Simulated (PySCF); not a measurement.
Bi(OH)3, SMILES [OH][Bi]([OH])[OH] (H3BiO3) at its PBE0/def2-SVP optimised geometry (Å):

```
7

Bi    -1.0725    -1.1861     0.0000
O     -1.2356     0.8947     0.0000
H     -1.3116     1.1861     0.9199
O     -1.2394    -1.3642     2.0727
H     -0.3457    -1.3634     2.4445
O      1.0143    -1.1861     0.0000
H      1.3116    -0.2655     0.0305
```

Computed with PBE0/def2-TZVP, def2 effective core potentials past Kr (PySCF). The core electrons that the potentials of Bi replace are not part of the density.

Map of the Laplacian of the electron density (e/bohr⁵) on the plane z = 1.2 Å:

```
|                               |
|                               |
|                               |
|                               |
|                               |
|                               |
|                               |
|        ....                   |
|       .:--:.                  |
|      .:=++=:.                 |
|      .-+ :=-.                 |
|      .-=++=-.                 |
|      .:-==-:.                 |
|       .:--:..                 |
|       ..::..                  |
|        .....                  |
|       ..:::..                 |
|      ..:---:..   ...          |
|      .:==+=-:........         |
|     .:=*##*+-:....:...        |
|     .:+#@@%*=-....::..        |
|     .:+%@@%*=-........        |
|     .:=*%%#+-:.......         |
|      .-=++=-:..   .           |
|      .::---:..                |
|       ...:...                 |
|          .                    |
|                               |
|                               |
|                               |
|                               |
```
Scale: ten equal steps from 0.000 (start of ' ') to 0.279 (end of '@'), in the order ' .:-=+*#%@'; x runs from -3.50 to 3.50, y from -3.50 (bottom) to 3.50 (top).
